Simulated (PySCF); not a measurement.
Gas-phase reaction: WO2(OH)2 + 4 HCl = WOCl4 + 3 O + 3 H2

Computed with PySCF and rigid-rotor harmonic-oscillator thermochemistry at 1 bar. † marks an energy on the PBE0/def2-TZVP geometry and frequencies; other levels use their own. MP2 freezes the core. Open shells (unrestricted): O (multiplicity 3); the rest are closed-shell singlets. Spin-orbit splitting is ignored; it lowers the true energy and changes the entropy of O. B3LYP is the form with VWN-RPA correlation. W: scalar-relativistic def2 core potential, no spin-orbit coupling. MP2 isn't extrapolated to the basis-set limit.

```tsv
level	ΔH°(298 K), kJ
B3LYP/def2-TZVP†	1374
HF/def2-TZVP†	?
M06-2X/def2-TZVP†	1381
MP2/def2-SVP†	1369
MP2/def2-TZVPP†	1440
PBE/def2-SVP	1456
PBE0/def2-SVP†	?
PBE0/def2-TZVP	?
LDA/def2-TZVP†	1716
ωB97X-V/def2-TZVP†	?
```

### Question
Fill in the missing entries.

### Answer

- HF/def2-TZVP†, ΔH°(298 K), kJ: 787
- PBE0/def2-SVP†, ΔH°(298 K), kJ: 1363
- PBE0/def2-TZVP, ΔH°(298 K), kJ: 1366
- ωB97X-V/def2-TZVP†, ΔH°(298 K), kJ: 1392
